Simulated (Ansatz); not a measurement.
Isolated molecules relaxed with PBE0-D4/def2-TZVP in Ansatz; ΔE leaves out vibrations. CCSD(T)/CBS adds triple-zeta CCSD(T) − MP2 to the extrapolated MP2 energy (def2 sets, frozen cores). This one scheme is used for every species, atoms too. Functionals use def2-TZVPP. No spin–orbit coupling; open shells (•) take unrestricted orbitals. Spin–orbit coupling would lower the free atoms: a little for C, O, Si. One conformer a species, not always the lowest.

Consider the atomization: `O=C(O)O[SiH2][SiH3]` → C• + 6 H• + 3 O• + 2 Si•.

`O=C(O)O[SiH2][SiH3]`:

```xyz
12

O     0.961   -1.288    0.517
C     0.532   -0.659    1.455
O     1.045   -0.688    2.681
O    -0.505    0.152    1.405
Si   -1.305    0.294   -0.095
Si    0.214    0.667   -1.836
H     1.796   -1.294    2.649
H    -2.115   -0.934   -0.297
H    -2.210    1.441    0.154
H     1.418    1.348   -1.292
H     0.593   -0.603   -2.499
H    -0.421    1.566   -2.840
```

CCSD(T)/CBS gives +4436.3 kJ/mol.

Problem. Another level gave +4382.2 kJ/mol. Which?
A. CCSD(T)/def2-TZVPP
B. PBE/def2-TZVPP
C. ωB97X-V/def2-TZVPP
D. PBE0/def2-TZVPP

Solution. D. PBE0 4382.2, CCSD(T)/def2-TZVPP 4304.5, PBE 4489.5, ωB97X-V 4463.1 kJ/mol.

Largest T1 diagnostic among the species: 0.015.

The D4 term adds +45.0 kJ/mol with B3LYP and +23.8 kJ/mol with PBE0; it sums over pairs of atoms, weighted by their polarisabilities, and B3LYP, whose exchange is more repulsive, gets the larger term. In def2-TZVPP, CCSD(T) changes the Hartree–Fock value by +1198.3 kJ/mol (the triples alone add +77.5 kJ/mol) and MP2 by +1293.9 kJ/mol; breaking electron pairs costs correlation energy, which Hartree–Fock lacks.

B3LYP here is the variant with VWN-RPA as its local correlation; programs differ in this.

For atomizations the MP2-based limit and the directly extrapolated one differ by several kJ/mol either way, and by 10 to 25 for some Ge, Se and Sn compounds, so smaller differences from it don't rank the levels.
